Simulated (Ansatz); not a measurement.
Consider the formal exchange of groups at a B–C bond: `C[B](C)[GeH3]` + `[AlH3]` → `C[B]([AlH2])[GeH3]` + CH₄.

Gas-phase electronic energies from Ansatz, PBE0-D4/def2-TZVP geometries. CCSD(T)/CBS is the MP2 limit (def2-TZVPP, def2-QZVPP) plus CCSD(T) − MP2 in def2-TZVPP, frozen cores. This one scheme is used for every species. Functionals use def2-TZVPP. B3LYP here is the variant with VWN-RPA as its local correlation; programs differ in this. For Ge outer-core shells are correlated without core-valence functions, which leaves a few kJ/mol of doubt a bond. Scalar relativity is left out up to krypton.

```tsv
level	ΔE (kJ/mol)	difference from CCSD(T)/CBS
PBE-D4	16.7	-8.3
B3LYP-D4	25.1	0.1
ωB97X-V	28.3	3.3
ωB97M-V	31.2	6.2
r2SCAN	22.7	-2.3
SCS-MP2/def2-TZVPP	30.6	5.6
CCSD/def2-TZVPP	26.8	1.8
CCSD(T)/def2-TZVPP	25.3	0.3
HF/CBS(def2)	33.7	8.7
MP2/CBS(def2)	30.8	5.8
CCSD(T)/CBS	25.0	0
```

Largest T1 diagnostic among the species: 0.012.

From PBE to PBE0 (25 % exact exchange), in def2-TZVPP and without D4, ΔE moves by +4.4 kJ/mol.
